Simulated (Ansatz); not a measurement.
Cost and result for the atomization energy of C$_{6}$H$_{5}$F$_{3}$Sn, SMILES `[F][Sn]([F])([F])[c]1ccccc1` (15 atoms, 15 bonds).

```xyz
15

F     2.378   -2.865    0.235
Sn    1.882   -1.456   -0.938
F     3.467   -0.475   -1.300
F     1.546   -2.354   -2.576
C     0.338   -0.266   -0.176
C     0.260    1.076   -0.537
C    -0.763    1.860   -0.027
C    -1.697    1.308    0.837
C    -1.614   -0.029    1.198
C    -0.594   -0.822    0.694
H     0.992    1.517   -1.205
H    -0.828    2.905   -0.304
H    -2.495    1.924    1.234
H    -2.342   -0.457    1.877
H    -0.530   -1.864    0.987
```

Charge 0, multiplicity 1. Correlated methods include outer-core shells of Sn, which these sets cover unevenly. Sn takes the def2 core potential. The structure was optimised at the PBE0-D4/def2-TZVP level. It is one conformer, not always the lowest. Program: Ansatz. All runs use 5 threads of an AMD EPYC 7R13 on a shared host and a share of an NVIDIA H100 80 GB. Times are those of one run each, without the atoms' runs, and a repeat can differ threefold. Electronic energies, without spin–orbit coupling; frozen cores. CCSD(T)/CBS adds CCSD(T) − MP2 in def2-TZVPP to the MP2 limit, and its time is that of the two runs behind it. T1 = 0.013; the RHF reference is unstable towards UHF. With those shells the extrapolation isn't a true limit. B3LYP takes the VWN-RPA correlation (the form of Gaussian; ORCA's B3LYP/G). HSE06 is the plane-wave form, built on full-range PBE exchange.

CCSD(T)/CBS is a level of theory with its own doubt, some kJ/mol a heavy atom from the limit and from the frozen cores, so smaller differences don't rank the functionals.

| level | functions | wall time | atomization (kcal/mol) | difference from CCSD(T)/CBS | per bond |
| --- | --- | --- | --- | --- | --- |
| HSE06-D4/def2-TZVPP | 399 | 10 s | 1651.2 | 14.5 | 1.0 |
| r2SCANh-D4/def2-TZVPP | 399 | 11 s | 1629.8 | -6.9 | -0.5 |
| B2PLYP/def2-TZVPP | 399 | 11 s | 1618.8 | -17.9 | -1.2 |
| r2SCAN-D4/def2-TZVPP (with forces) | 399 | 12 s | 1645.6 | 8.9 | 0.6 |
| CAM-B3LYP-D4/def2-TZVPP | 399 | 12 s | 1638.5 | 1.8 | 0.1 |
| BHLYP-D4/def2-TZVPP | 399 | 12 s | 1566.8 | -69.9 | -4.7 |
| B3LYP-D4/def2-TZVPP (with forces) | 399 | 13 s | 1629.7 | -7.0 | -0.5 |
| PBE-QIDH/def2-TZVPP | 399 | 13 s | 1633.9 | -2.8 | -0.2 |
| CCSD(T)/def2-SVP | 177 | 13 s | 1552.1 | -84.6 | -5.6 |
| ωB97M-V/def2-TZVPP (with forces) | 399 | 15 s | 1634.2 | -2.5 | -0.2 |
| MP2/def2-QZVPP | 745 | 19 s | 1677.6 | 40.9 | 2.7 |
| CCSD(T)/def2-TZVPP | 399 | 33 s | 1589.2 | -47.5 | -3.2 |
| CCSD(T)/CBS(def2) | – | 52 s | 1636.7 | 0.0 | 0.0 |

The D4 term adds +17.7 kcal/mol with B3LYP and +9.4 kcal/mol with PBE0; it sums over pairs of atoms, weighted by their polarisabilities, and B3LYP, whose exchange is more repulsive, gets the larger term. In def2-TZVPP, CCSD(T) changes the Hartree–Fock value by +411.1 kcal/mol (the triples alone add +35.6 kcal/mol) and MP2 by +470.7 kcal/mol; breaking electron pairs costs correlation energy, which Hartree–Fock lacks. Leaving LDA and LC-ωPBE aside and taking each functional with its dispersion term where it has one, the values, not all of them listed here, spread over 129.0 kcal/mol, from BHLYP-D4 to PBE-D4. LDA lies +219.7 kcal/mol from PBE without D4, its usual overbinding.

Spin–orbit coupling would lower the free Sn atoms strongly, and the atomization energy with them, by more than many differences here. For some Ge, Se and Sn compounds the MP2-based and the directly extrapolated limit differ by 10 to 25 kJ/mol.
